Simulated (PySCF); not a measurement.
**Successive ionisation energies of potassium**

Calculated with PySCF 2.14, two-component X2C-1e (Gaussian nucleus, no Breit or QED terms), each ion in its own even-tempered basis; GMP2 freezes the deep shells of the larger ions and drops the highest virtual spinors; eV.

```json
{"ion": "K¹²⁺", "configuration": "[He] 2s2 2p3", "GHF (spin-free)": "717.27", "GHF (screened spin-orbit)": "715.91", "GMP2 (screened spin-orbit)": "716.17", "NIST": "714.7 ± 0.5", "kind": "semi-empirical"}
{"ion": "K¹³⁺", "configuration": "[He] 2s2 2p2", "GHF (spin-free)": "787.15", "GHF (screened spin-orbit)": "786.25", "GMP2 (screened spin-orbit)": "786.52", "NIST": "786.3 ± 0.3", "kind": "semi-empirical"}
{"ion": "K¹⁴⁺", "configuration": "[He] 2s2 2p1", "GHF (spin-free)": "859.85", "GHF (screened spin-orbit)": "862.37", "GMP2 (screened spin-orbit)": "862.16", "NIST": "860.92 ± 0.25", "kind": "semi-empirical"}
{"ion": "K¹⁵⁺", "configuration": "[He] 2s2", "GHF (spin-free)": "962.10", "GHF (screened spin-orbit)": "962.10", "GMP2 (screened spin-orbit)": "965.69", "NIST": "967.7 ± 0.3", "kind": "semi-empirical"}
{"ion": "K¹⁶⁺", "configuration": "[He] 2s1", "GHF (spin-free)": "1034.6", "GHF (screened spin-orbit)": "1034.6", "GMP2 (screened spin-orbit)": "1034.8", "NIST": "1034.5", "kind": "theoretical"}
{"ion": "K¹⁷⁺", "configuration": "1s2", "GHF (spin-free)": "4611.9", "GHF (screened spin-orbit)": "4611.9", "GMP2 (screened spin-orbit)": "4613.2", "NIST": "4610.8", "kind": "theoretical"}
{"ion": "K¹⁸⁺", "configuration": "1s1", "GHF (spin-free)": "4935.5", "GHF (screened spin-orbit)": "4935.5", "GMP2 (screened spin-orbit)": "4935.5", "NIST": "4934.0", "kind": "theoretical"}
```

(1) Where is the largest relative jump?

Answers

(1) From K¹⁶⁺ to K¹⁷⁺: 1034.8 to 4613.2 eV, where the electron removed from 1s2 comes from a deeper shell or subshell.
